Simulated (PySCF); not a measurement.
Cartesian coordinates (Å):
SMILES: OB=N
```xyz
5

N     -1.1818     0.0079     0.0068
B      0.0484     0.0983    -0.1163
O      1.3666     0.2294    -0.2941
H     -2.1638    -0.0526     0.1116
H      1.9307    -0.2830     0.2921
```
Charge 0, multiplicity 1.

Give the HOMO, total energy, dipole moment, HOMO–LUMO gap and LUMO at the level PySCF with PBE-D3(BJ)/def2-TZVP // B3LYP-D3(BJ)/def2-TZVP.


```yaml
HOMO: -6.29 eV
total_energy: -155.9563 Ha
dipole_moment: 1.67 D
HOMO–LUMO gap: 5.54 eV
LUMO: -0.75 eV
```
